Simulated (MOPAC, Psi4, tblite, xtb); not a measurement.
Two rigid molecules brought together: H4Si ··· Li+ (SMILES [SiH4] and [Li+]) (charge +1), singlet. Monomers: optimised at B3LYP-D3(BJ) (def2-TZVP), held rigid. Orientation: lowest of the rigid-body minima from ten starts at GFN2-xTB. R is the distance of the centres of mass, along which the second monomer moves.

- PM3, restricted, heats of formation (MOPAC)
- GFN2-xTB (tblite)
- GFN1-xTB (xtb)
- CCSD(T)/aug-cc-pVDZ = DF-CCSD(T)/aug-cc-pVDZ, all electrons correlated, counterpoise-corrected (Psi4)

Interaction energies in kcal/mol; the last columns give the difference from CCSD(T):

| R / Å | PM3 | GFN2-xTB | GFN1-xTB | CCSD(T)/aug-cc-pVDZ | PM3 − CCSD(T)/aug-cc-pVDZ | GFN2-xTB − CCSD(T)/aug-cc-pVDZ | GFN1-xTB − CCSD(T)/aug-cc-pVDZ |
|---|---|---|---|---|---|---|---|
| 3.35 | -22.95 | -18.54 | -27.36 | -10.56 | -12.39 | -7.98 | -16.80 |
| 3.56 | -20.84 | -18.78 | -25.26 | -9.64 | -11.20 | -9.14 | -15.62 |
| 3.79 | -17.88 | -17.99 | -23.01 | -8.08 | -9.81 | -9.92 | -14.93 |
| 3.93 | -15.94 | -17.22 | -21.70 | -7.10 | -8.84 | -10.12 | -14.60 |
| 4.23 | -11.91 | -15.21 | -18.95 | -5.26 | -6.65 | -9.96 | -13.70 |
| 4.59 | -8.01 | -12.53 | -15.66 | -3.62 | -4.40 | -8.91 | -12.04 |
| 5.03 | -4.88 | -9.38 | -11.83 | -2.34 | -2.54 | -7.04 | -9.49 |
| 5.74 | -2.41 | -5.57 | -6.78 | -1.25 | -1.16 | -4.32 | -5.53 |
| 6.73 | -1.25 | -3.43 | -2.76 | -0.61 | -0.64 | -2.82 | -2.16 |
| 8.09 | -0.72 | -3.21 | — | -0.27 | -0.44 | -2.94 | — |

PM3 is furthest from CCSD(T)/aug-cc-pVDZ at 3.35 (-12.39 kcal/mol, below); its mean absolute difference over the points is 5.81 kcal/mol.

GFN2-xTB is furthest from CCSD(T)/aug-cc-pVDZ at 3.93 (-10.12 kcal/mol, below); its mean absolute difference over the points is 7.31 kcal/mol.

GFN1-xTB is furthest from CCSD(T)/aug-cc-pVDZ at 3.35 (-16.80 kcal/mol, below); its mean absolute difference over the points is 11.65 kcal/mol.

Dashes: no converged value, or the column stops at the first point that the program doubted or that broke a chosen test of continuity, which isn't proof of a fault.
